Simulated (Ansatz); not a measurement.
A run for Ansatz (a program for electronic structure): R-PBE/def2-TZVPP on H2Si2 (SMILES [Si]=[SiH2]), atoms moved off the minimum.

Ansatz 0.2 input:
```yaml
crystal:
  periodic: [false, false, false]
  atoms:
    - {symbol: Si, position_ang: [-1.00656219, 0.23175385, 0.26474203]}
    - {symbol: Si, position_ang: [1.22307368, -0.11402994, -0.17800262]}
    - {symbol: H, position_ang: [-1.75105690, 1.20007291, -0.20492166]}
    - {symbol: H, position_ang: [-1.60064142, -0.90124397, 1.02610368]}
basis:
  gaussian:
    orbitals: def2-TZVPP
hamiltonian:
  xc: {name: PBE}
scf: {lower_state_search: off}
output: {forces: true}
```

Output:

```
WARN ansatz: RAYON_NUM_THREADS=1 ignored (pool sized by the plan → 1); use --threads N
Functional definition: PBE
these checks for a lower state are left out or cut short: stability, starts, cluster_reference, orbital_swaps, neighbouring_geometries, increment
integrals: 0.03 GiB planned
694 factors; their error is unknown
mean field: 0.25 GiB planned
mean field evaluation 1: about -15774.1265 eV, gradient 2.3e1 eV
mean field evaluation 2: about -15757.7346 eV, gradient 6.3e1 eV
mean field evaluation 4: about -15776.3282 eV, gradient 6.4e0 eV
mean field evaluation 8: about -15776.5194 eV, gradient 6.5e-2 eV
mean field evaluation 16: about -15776.4867 eV, gradient 9.3e-5 eV
mean field -15776.48673882 eV, -579.7751939650 hartree, gradient 1.5e-6 eV, S^2 0.000000; 0 other end points of the search recorded, 0 dependent functions left out
the calculation of the forces begins
reference -15776.48677143 eV, -579.7751951633 hartree; 15, 15 occupied and 97, 97 virtual orbitals, 694 factors
Total energy: -15776.48677143 eV, -579.7751951633 hartree
Atom 0 at    -1.006562     0.231754     0.264742 Å, force     4.299031    -3.670084     1.295009 eV/Å
Atom 1 at     1.223074    -0.114030    -0.178003 Å, force    -1.032673     0.205475     0.205868 eV/Å
Atom 2 at    -1.751057     1.200073    -0.204922 Å, force    -2.938460     3.434885    -1.575625 eV/Å
Atom 3 at    -1.600641    -0.901244     1.026104 Å, force    -0.327898     0.029724     0.074748 eV/Å
Dipole moment:    -0.052027     0.047426    -0.024226 e Å
Checks for a lower state left out: stability, starts, cluster_reference, orbital_swaps, neighbouring_geometries, increment
```

The calculation finished and met its thresholds.

Cost: very roughly 0.5 core-seconds.
